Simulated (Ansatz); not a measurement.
Gas-phase electronic energies from Ansatz, PBE0-D4/def2-TZVP geometries. CCSD(T)/CBS is the MP2 limit (def2-TZVPP, def2-QZVPP) plus CCSD(T) − MP2 in def2-TZVPP, frozen cores. This one scheme is used for every species. Functionals use def2-TZVPP. Each species was taken in one conformer, which may not be the lowest.

Consider the ligand exchange at the Si–O bond: `CO[SiH2]S[SiH2]O` + H–F → `CO[SiH2]S[SiH2]F` + H₂O.

`CO[SiH2]S[SiH2]O`:

Cartesian coordinates in Å:
```
C -0.382 1.964 0.699
O -0.264 1.193 -0.486
Si 1.135 0.405 -0.871
S 1.540 -1.159 0.512
Si -0.270 -2.249 0.109
O -1.602 -1.323 0.329
H 0.406 2.722 0.754
H -1.350 2.466 0.679
H -0.326 1.328 1.587
H 2.293 1.331 -0.811
H 0.891 -0.123 -2.230
H -0.325 -3.364 1.077
H -0.192 -2.752 -1.287
H -1.555 -0.441 -0.061
```

H–F:

```xyz
2

F     0.373   -0.224   -0.149
H    -0.373    0.224    0.149
```

`CO[SiH2]S[SiH2]F`:

```xyz
13

C     1.627   -0.757    0.491
O     0.850    0.338    0.930
Si   -0.699    0.292    1.437
S    -2.038    1.181    0.011
Si   -1.008    0.662   -1.759
F    -0.749   -0.918   -1.824
H     2.521   -0.832    1.114
H     1.073   -1.700    0.550
H     1.930   -0.597   -0.546
H    -1.090   -1.121    1.671
H    -0.851    1.107    2.663
H    -1.886    1.043   -2.886
H     0.321    1.302   -1.852
```

H₂O:

Cartesian coordinates in Å:
```
O -0.113 0.100 -0.359
H -0.525 -0.539 0.227
H 0.638 0.440 0.132
```

| level | ΔE (kJ/mol) |
| --- | --- |
| ωB97M-V | -26.3 |
| MP2/def2-TZVPP | -21.6 |
| CCSD/def2-TZVPP | -27.3 |
| MP2/def2-QZVPP | -23.3 |

Q: What does CCSD(T)/CBS give? (Best estimate.)

A: The calculation gave: -26.1 kJ/mol. The listed levels differ from it by -0.2, 4.5, -1.2, 2.8 kJ/mol.

Largest T1 diagnostic among the species: 0.012.

The D4 term adds +5.4 kJ/mol with B3LYP and +2.9 kJ/mol with PBE0; it sums over pairs of atoms, weighted by their polarisabilities, and B3LYP, whose exchange is more repulsive, gets the larger term. In def2-TZVPP, CCSD(T) changes the Hartree–Fock value by +16.7 kJ/mol (the triples alone add +3.1 kJ/mol) and MP2 by +19.4 kJ/mol.

B3LYP here is the variant with VWN-RPA as its local correlation; programs differ in this.
